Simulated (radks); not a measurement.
Results of a calculation; reference values are marked as such.
Task: All-electron atom: the barium ion Ba18+ in [Kr] 4d2. Level of theory: scalar-relativistic Kohn-Sham, r2SCAN, spin-polarised, spherical densities, finite nucleus; open shells are filled with parallel spins first (spin-orbit coupling, left out, can overturn this in heavy ions); meta-GGA in the generalised Kohn-Sham scheme; Fermi nuclear charge, rms radius 4.8378 fm (a radial shooting solver on a logarithmic mesh with Libxc functionals). Some entries of the table are withheld. Estimate them.

orbital  occ.  eigenvalue (Ry)  <1/r> (bohr^-1)
1s down     1        -2776.482            60.69
1s up       1        -2776.481            60.69
2s up       1        -468.3232            13.98
2s down     1        -468.1937            13.98
2p up       3        -423.2334            13.28
2p down     3        -423.1358            13.28
3s up       1        -124.3364            5.091
3s down     1        -124.3040            5.090
3p up       3        -109.7854            4.827
3p down     3        -109.7388            4.826
3d up       5        -88.86298            4.575
3d down     5        -88.76632            4.574
4s up       1        -47.21533            2.231
4s down     1        -46.83960            2.232
4p up       3              (1)            2.101
4p down     3              (2)            2.101
4d up       2        -34.67211            1.925
4d down     0        -34.29105            1.927
5s up       0        -23.71084            1.205
5s down     0        -23.34688            1.208
5p up       0        -21.63502              (3)
5p down     0        -21.25690              (4)

Result: 
(1) 4p up eigenvalue (Ry): -42.12805
(2) 4p down eigenvalue (Ry): -41.75129
(3) 5p up <1/r> (bohr^-1): 1.132
(4) 5p down <1/r> (bohr^-1): 1.132
